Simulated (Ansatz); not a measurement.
Method: frozen-core CCSD(T)/def2-TZVPP // B3LYP-D3(BJ)/def2-TZVP in Ansatz (a first-principles code).

Ansatz 0.2 input:
```yaml
crystal:
  periodic: [false, false, false]
  atoms:
    - { symbol: C, position_ang: [2.398363, 0.968698, 0.012701] }
    - { symbol: N, position_ang: [1.463759, 0.27743, 0.087086] }
    - { symbol: C, position_ang: [0.299872, -0.540357, 0.171156] }
    - { symbol: C, position_ang: [-0.972485, 0.262287, -0.076239] }
    - { symbol: H, position_ang: [0.282628, -0.999068, 1.161502] }
    - { symbol: H, position_ang: [0.40025, -1.343575, -0.561145] }
    - { symbol: H, position_ang: [-1.075389, 1.057786, 0.661424] }
    - { symbol: H, position_ang: [-0.95725, 0.71175, -1.068864] }
    - { symbol: H, position_ang: [-1.839746, -0.39495, -0.004013] }
basis:
  gaussian: { orbitals: def2-TZVPP }
correlation:
  method: ccsd_t
```

Output:

```
Functional definition: HF
1150 factors; integrals over basis functions are off by at most 1.1e-3 eV
mean field evaluation 1: about -4650.7041 eV, gradient 3.0e1 eV
mean field evaluation 2: about -4650.7122 eV, gradient 3.0e1 eV
mean field evaluation 4: about -4653.0521 eV, gradient 5.5e0 eV
mean field evaluation 8: about -4653.1262 eV, gradient 2.5e-4 eV
mean field evaluation 16: about -4653.1182 eV, gradient 2.7e-1 eV
mean field -4653.12619233 eV, -170.9992335658 hartree, gradient 3.2e-6 eV, S^2 0.000000; 0 other end points of the search recorded, 0 dependent functions left out
4 core orbitals not correlated
reference -4653.12619233 eV, -170.9992335658 hartree; 11, 11 occupied and 179, 179 virtual orbitals, 1150 factors
second order -18.35394640 eV of doubles, -0.00000000 eV of singles
cycle   1  -18.53936205 eV  change   -1.9e-1 eV  update   1.0e-1
cycle   2  -19.05045586 eV  change   -5.1e-1 eV  update   3.1e-2
cycle   3  -19.16955101 eV  change   -1.2e-1 eV  update   1.5e-2
cycle   4  -19.16289016 eV  change    6.7e-3 eV  update   3.5e-3
cycle   5  -19.16423495 eV  change   -1.3e-3 eV  update   1.5e-3
cycle   6  -19.16432382 eV  change   -8.9e-5 eV  update   3.7e-4
cycle   7  -19.16420423 eV  change    1.2e-4 eV  update   1.2e-4
cycle   8  -19.16419957 eV  change    4.7e-6 eV  update   4.1e-5
cycle   9  -19.16419061 eV  change    9.0e-6 eV  update   1.2e-5
perturbative correction -0.86008904 eV, -0.0316076891 hartree
Total energy: -4673.15047197 eV, -171.7351122697 hartree
```

Cost: about 100 core-seconds (a rough figure).
